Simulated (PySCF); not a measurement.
Broadened absorption spectrum of C6H7F3

Species: C₆H₇F₃.
Atom-mapped SMILES: `[CH2:1]=[C:2]([CH3:3])[CH2:4][C:5]([F:6])=[C:7]([F:8])[F:9]` (hydrogens: H10, H11 on C1; H12, H13, H14 on C3; H15, H16 on C4)

Method: PySCF 2.14.0, density-fitted response routines, TDDFT B3LYP/def2-SVPD, vertical, gas phase, core orbitals frozen in the response. Isolated species at its PBE0-D3(BJ)/def2-SVP geometry (one conformer only). Torsions of this conformer, `[CH2:1]=[C:2]([CH3:3])[CH2:4][C:5]([F:6])=[C:7]([F:8])[F:9]`: C1–C2–C4–C5 -120°, C2–C4–C5–F6 -77°.

Broadening: Gaussians 0.5 eV wide at half height, area fixed by f = 4.319×10⁻⁹ ∫ε dν̃. The width is an assumption, not a result. The curve ends short of the highest state used, and states not computed would add to its high-energy end.

E (eV), ε (L mol⁻¹ cm⁻¹) and a bar:
```
     5.16          5 
     5.20          9 
     5.24         18 
     5.28         31 
     5.32         54 
     5.36         89 #
     5.40        143 #
     5.44        221 #
     5.48        329 ##
     5.52        474 ###
     5.56        659 ####
     5.60        885 ######
     5.63       1079 #######
     5.67       1363 #########
     5.71       1663 ###########
     5.75       1962 #############
     5.79       2240 ###############
     5.83       2479 #################
     5.87       2665 ##################
     5.91       2792 ###################
     5.95       2863 ####################
     5.99       2893 ####################
     6.03       2904 ####################
     6.07       2922 ####################
     6.11       2969 ####################
     6.15       3065 #####################
     6.19       3216 ######################
     6.23       3417 #######################
     6.27       3650 #########################
     6.31       3890 ###########################
     6.35       4105 ############################
     6.38       4235 #############################
     6.42       4349 ##############################
     6.46       4386 ##############################
     6.50       4347 ##############################
     6.54       4244 #############################
```

(1) Locate the maxima and give the states behind the curve.

(2) Coming from long wavelengths, where does ε first pass 100 L mol⁻¹ cm⁻¹?

(3) On this curve, what absorbance would a 10⁻⁵ mol/L sample give at 193 nm over a 1 cm path?

## Answers

(1) 192 nm (6.46 eV), ε about 4400, made up of S3 (85%) (ε in L mol⁻¹ cm⁻¹; maxima over ε = 5, shares over 10%). The states used: S1 5.91 eV (f 0.048); S2 6.29 eV (f 0.0016); S3 6.43 eV (f 0.070); S4 6.75 eV (f 0.015); S5 6.90 eV (f 0.031); S6 7.14 eV (f 0.012).

(2) At about 231 nm (5.37 eV), 0.54 eV below S1.

(3) 193 nm is 6.424 eV, where ε is about 4400 L mol⁻¹ cm⁻¹, so A = ε c l ≈ 0.044 (Beer–Lambert, with the gas-phase spectrum and the assumed width).
